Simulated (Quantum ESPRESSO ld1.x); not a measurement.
Values are calculated unless marked as measured or tabulated.
Species: Ta LXVI. Configuration: 1s1 2s2 2p4 3d1 (not the ground configuration). Code: ld1.x of Quantum ESPRESSO 7.5. Model: scalar-relativistic Kohn-Sham, relativistic LDA (MacDonald-Vosko exchange, VWN5 correlation), spin-unpolarised, spherical densities, point nucleus.

Unscreened Slater integrals over Kohn-Sham orbitals (eV).

\begin{tabular}{lr}
integral & value \\ \hline
F0(3d,3d) & 160.37 \\
F2(3d,3d) & 83.849 \\
F4(3d,3d) & 54.486 \\
F0(3d,2p) & 200.56 \\
F2(3d,2p) & 64.877 \\
G1(3d,2p) & 63.180 \\
G3(3d,2p) & 36.560 \\
F0(3d,2s) & 197.94 \\
G2(3d,2s) & 57.328 \\
F0(3d,1s) & 208.29 \\
G2(3d,1s) & 1.5945 \\
F0(2p,2p) & 366.57 \\
F2(2p,2p) & 173.98 \\
F0(2p,2s) & 339.08 \\
G1(2p,2s) & 192.50 \\
F0(2p,1s) & 497.98 \\
G1(2p,1s) & 98.657 \\
F0(2s,2s) & 321.99 \\
F0(2s,1s) & 456.14 \\
G0(2s,1s) & 47.794 \\
F0(1s,1s) & 1390.3 \\
\end{tabular}

Derived for the open shells (J is the average intra-shell exchange parameter used in DFT+U). 2p: J = F2/5 = 34.80 eV. 3d: Racah B = F2/49 - 5 F4/441 = 1.093 eV, C = 35 F4/441 = 4.324 eV, C/B = 3.95, F4/F2 = 0.650, J = (F2 + F4)/14 = 9.881 eV.
